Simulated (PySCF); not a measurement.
Te(OMe)2 (C2H6O2Te), SMILES CO[Te]OC.

Geometry optimised at PBE0-D3(BJ)/def2-SVP. The def2 effective core potentials stand for the cores of Te; spin–orbit coupling is left out. Other conformers were not sampled.

Calculation: PBE0-D3(BJ)/def2-SVP (PySCF).

Frequencies are harmonic and unscaled.

| mode | ν (cm⁻¹) | IR (km/mol) | moving atoms (share of kinetic energy) |
|---|---|---|---|
| 1 | 63 | 0.5 | C 60 %, H 28 % |
| 2 | 102 | 6.3 | H 54 %, O 30 %, C 15 % |
| 3 | 118 | 0.7 | H 89 % |
| 4 | 152 | 7.5 | H 65 %, O 28 % |
| 5 | 229 | 11.1 | O 57 %, H 25 %, C 19 % |
| 6 | 287 | 5.7 | C 38 %, O 26 %, H 23 %, Te 13 % |
| 7 | 300 | 5.8 | O 44 %, C 24 %, H 17 %, Te 15 % |
| 8 | 557 | 65.4 | O 75 %, Te 13 % |
| 9 | 574 | 14.9 | O 76 %, Te 10 % |
| 10 | 1100 | 210.5 | O 49 %, C 46 % |
| 11 | 1113 | 74.2 | O 50 %, C 43 % |
| 12 | 1170 | 0.7 | H 76 %, C 19 % |
| 13 | 1171 | 2.3 | H 76 %, C 19 % |
| 14 | 1181 | 7.7 | H 71 %, C 21 % |
| 15 | 1181 | 11.2 | H 73 %, C 20 % |
| 16 | 1449 | 3.3 | H 91 %, C 8 % |
| 17 | 1450 | 10.9 | H 90 %, C 9 % |
| 18 | 1456 | 0.2 | H 95 % |
| 19 | 1457 | 26.7 | H 94 % |
| 20 | 1478 | 14.9 | H 95 % |
| 21 | 1482 | 11.7 | H 95 % |
| 22 | 3013 | 113.9 | H 97 % |
| 23 | 3015 | 27.5 | H 97 % |
| 24 | 3102 | 21.3 | H 90 %, C 10 % |
| 25 | 3103 | 36.6 | H 90 %, C 10 % |
| 26 | 3132 | 27.1 | H 90 %, C 10 % |
| 27 | 3132 | 4.5 | H 90 %, C 10 % |
